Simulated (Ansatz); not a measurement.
`BB[CH2][InH2]` + `[SiH3][SiH2]S` → `[SiH3][SiH2][S][InH2]` + `BBC`  (ligand exchange at the In–C bond)

Isolated molecules relaxed with PBE0-D4/def2-TZVP in Ansatz; ΔE leaves out vibrations. CBS: MP2 limit from def2 TZ/QZ plus the TZ coupled-cluster correction, frozen cores. Functionals use def2-TZVPP. B3LYP here is the variant with VWN-RPA as its local correlation; programs differ in this. HSE06 is defined as in plane-wave codes. def2 core potentials past Kr. For In outer-core shells are correlated without core-valence functions, which leaves a few kJ/mol of doubt a bond. One conformer a species, not always the lowest.

(1) Is it downhill or uphill in electronic energy at CCSD(T)/CBS, and by how much? (Estimate.)

(2) What do these levels give: PBE-D4, HSE06-D4, BHLYP-D4, CAM-B3LYP-D4, ωB97M-V, B2PLYP, B3LYP, r2SCAN0, HF/def2-SVP, CCSD/def2-SVP, HF/def2-TZVPP, CCSD/def2-TZVPP? (An estimate is asked.)

Largest T1 diagnostic among the species: 0.014.

Answers

(1) Computed: Downhill: ΔE = -83.0 kJ/mol.

(2) Computed: PBE-D4 -82.9, HSE06-D4 -89.7, BHLYP-D4 -107.4, CAM-B3LYP-D4 -96.9, ωB97M-V -87.9, B2PLYP -92.7, B3LYP -96.4, r2SCAN0 -91.6, HF/def2-SVP -132.9, CCSD/def2-SVP -96.1, HF/def2-TZVPP -125.7, CCSD/def2-TZVPP -87.3 kJ/mol.

From PBE to PBE0 (25 % exact exchange), in def2-TZVPP and without D4, ΔE moves by −6.3 kJ/mol. In def2-TZVPP, CCSD(T) changes the Hartree–Fock value by +44.0 kJ/mol (the triples alone add +5.6 kJ/mol) and MP2 by +43.9 kJ/mol. At CCSD(T), def2-SVP lies −8.0 kJ/mol from the extrapolated value and def2-TZVPP +1.4 kJ/mol.
